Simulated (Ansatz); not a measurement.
What each rung costs, and what it gives

Saddle point of CH₈GaN, closed shell (CH₅Ga ([CH3][GaH2]) + NH₃ → GaNH₄ ([NH2][GaH2]) + CH₄; bonds formed: C2–H5; dative contacts that become bonds: Ga1–N6; bonds broken: Ga1–C2, H5–N6), PBE0-D4/def2-TZVP structure:

```csv
atom,x (Å),y (Å),z (Å)
Ga1,0.4536,-0.9755,0.4686
C2,0.6973,0.9224,-0.7025
H3,0.6562,-2.1482,-0.5456
H4,1.1966,-0.7595,1.8273
H5,-0.5200,0.4768,-0.1600
N6,-1.4126,-0.2955,0.4972
H7,0.3982,1.0032,-1.7501
H8,0.7131,1.9144,-0.2445
H9,1.7470,0.5930,-0.7196
H10,-1.8045,0.0442,1.3646
H11,-2.1252,-0.7752,-0.0354
```

Barriers are electronic and count from the start structure reached by relaxing down the imaginary mode.

Computed with Ansatz 0.2.0 (basis: as named in each row); correlated methods freeze the cores. Filled d shells of the heavier atoms are correlated. The def2 sets are not built for correlating such inner shells, so the correlated values are less sure here. B3LYP uses VWN-RPA correlation. Extrapolation: Hartree–Fock as exp(−7.88 √X), correlation as X^−2.97.

Times are rough, for one single point on 4 threads of a shared host (AMD EPYC).

The estimate by CCSD(T) at an estimated basis limit (MP2 extrapolated from triple and quadruple zeta, plus CCSD(T) − MP2 in triple zeta) is 163.2 kJ/mol.

```tsv
method	basis	time (s)	barrier (kJ/mol)	method less estimate
HF	STO-3G	under 1	273.6	110.4
PBE-D4	STO-3G	2	156.1	-7.1
SPW92	def2-TZVPP	2	119.5	-43.8
SPW92	def2-SVP	2	117.6	-45.7
PBE-D4	def2-SVP	3	136.0	-27.2
PBE0-D4	def2-SVP	4	152.7	-10.5
BLYP-D4	def2-TZVPP	4	148.2	-15.1
PBE-D4	def2-TZVPP	4	137.4	-25.9
B3LYP-D4	6-31G	4	159.7	-3.5
B3LYP-D4	def2-TZVPP	5	158.9	-4.4
PBE0-D4	def2-TZVPP	5	151.8	-11.4
BHLYP-D4	def2-TZVPP	6	176.1	12.9
r2SCAN-D4	def2-TZVPP	7	147.0	-16.3
CAM-B3LYP-D4	def2-TZVPP	7	162.9	-0.4
r2SCAN0-D4	def2-TZVPP	8	157.3	-5.9
wB97M-V	def2-SVP	10	162.1	-1.1
RPA on PBE	def2-TZVPP	11	166.0	2.8
B97M-V	def2-TZVPP	13	162.2	-1.1
B2PLYP	def2-TZVPP	13	162.9	-0.4
PBE-QIDH	def2-TZVPP	13	161.9	-1.3
wB97X-V	def2-TZVPP	14	164.4	1.2
wB97M-V	def2-TZVPP	15	162.7	-0.5
CCSD(T)	def2-SVP	17	180.5	17.3
MP2	def2-QZVPP	60	158.8	-4.4
CCSD(T)	def2-TZVPP	180	167.1	3.9
```

All methods are single points on the PBE0-D4 structures.

No T1 diagnostic of these runs exceeds 0.014.

The step is the kind of exchange with an N–H group that builds nitride films in atomic layer and chemical vapour deposition.

Labels in which every atom is bracketed show which atoms are joined, not bond orders.
